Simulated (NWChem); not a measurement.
# SiHSF, singlet; SMILES [Si](F)S

```xyz
4

Si     0.6571     0.6352     0.0000
F     -0.7170     1.5227     0.0000
S     -0.2562    -1.3159     0.0000
H      0.9473    -1.9333     0.0000
```
Atoms are numbered in this order, from 1.

Program: NWChem. Low-valent species are run as closed-shell singlets; no triplet was tried in these runs. The geometry was optimised at PBE0/def2-SVP. Isolated, static molecule.

GIAO at PBE/pcSseg-1: principal shieldings of Si1 are -342.6, 199.1, 345.0 ppm; an isolated tetramethylsilane molecule has σ = 334.4 ppm at the same levels.

Problem. Find the isotropic 29Si shift, its principal values, the span and the skew.

Solution. 
1. σ(iso) = one third of the sum = 67.2 ppm.
2. δ = σ(reference) − σ = 267.2 ppm against tetramethylsilane.
3. δ11, δ22, δ33 = 677.0, 135.3, -10.6 ppm.
4. Span Ω = δ11 − δ33 = 687.6 ppm; skew κ = 3(δ22 − δ(iso))/Ω = -0.58.
